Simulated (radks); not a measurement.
Results of a calculation; reference values are marked as such.
Problem. Sn I, configuration [Kr] 4d9 5s2 5p3 (not the ground configuration). Level of theory: scalar-relativistic Kohn-Sham, SCAN, spin-unpolarised, spherical densities, finite nucleus; meta-GGA in the generalised Kohn-Sham scheme; Fermi nuclear charge, rms radius 4.6519 fm (a radial shooting solver on a logarithmic mesh with Libxc functionals). Some entries of the table are withheld. Estimate them.

orbital,occ.,eigenvalue (eV),<1/r> (bohr^-1)
1s,2,-29074.54,53.08
2s,2,(1),12.13
2p,6,(2),11.65
3s,2,-864.8242,(3)
3p,6,-715.0746,(4)
3d,10,-485.5439,3.865
4s,2,-144.7064,1.695
4p,6,-98.9741,1.545
4d,9,-32.3088,1.246
5s,2,-12.9392,(5)
5p,3,-4.9113,0.4364

Solution. 
(1) 2s eigenvalue (eV): -4412.914
(2) 2p eigenvalue (eV): -3958.633
(3) 3s <1/r> (bohr^-1): 4.316
(4) 3p <1/r> (bohr^-1): 4.102
(5) 5s <1/r> (bohr^-1): 0.5655
